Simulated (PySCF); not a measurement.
Start geometry of (H3Sn)2Se, H6SeSn2 from GFN2-xTB (Å):
```
atom  x, y, z in Å
Sn1   -0.887    0.175   -1.670
H2     0.383    0.452   -2.660
H3    -2.289   -0.286   -2.632
H4    -1.230    1.744   -1.014
Se5   -0.598   -1.536    0.024
Sn6    0.907   -0.334    1.671
H7     0.297    1.100    2.204
H8     2.479   -0.012    1.022
H9     1.070   -1.371    3.030
```

What comes out of this run: PySCF 2.14.0, PBE0-D3(BJ)/def2-SVP geometry optimisation, gas phase, def2 core potentials past Kr?

```
atom  x, y, z in Å
Sn1   -0.910    0.269   -1.633
H2     0.622    0.352   -2.394
H3    -2.120   -0.250   -2.722
H4    -1.300    1.785   -0.935
Se5   -0.861   -1.506    0.185
Sn6    0.894   -0.357    1.632
H7     0.283    1.139    2.205
H8     2.311   -0.080    0.706
H9     1.214   -1.423    2.930
```

The energy falls by 6.1 kcal/mol over 14 energy and gradient evaluations, the largest force component goes from 0.0351 to 2.4e-04 Eh/bohr, and the atoms move by 0.223 Å rms after alignment. The bond that changes most is Sn1–Se5 (ends: tin bonded to Se and 3 H; selenium bonded to 2 Sn), which lengthens by 0.116 Å. Bonds longer at the end by more than 0.005 Å: 4 of 8; shorter: 4. Among the angles that change most is H2–Sn1–Se5, from 116.8° to 109.5°. Among the dihedrals that turn most is H3–Sn1–Se5–Sn6, from -163° to -177°. Rotational constants go from 3062, 547.3, 470.6 to 2659, 561.0, 470.1 MHz. The orientation of the end geometry is arbitrary; only internal coordinates are fixed.

The run used 114 basis functions and 75 SCF cycles in all. Time: 1.7 min; peak memory 0.47 GiB. Hardware: one thread of an Arm Neoverse V2, shared host with 192 logical CPUs at a one-minute load of 91.

No PBE0-D3(BJ)/def2-SVP frequencies stand behind this structure, so it isn't proved a minimum.
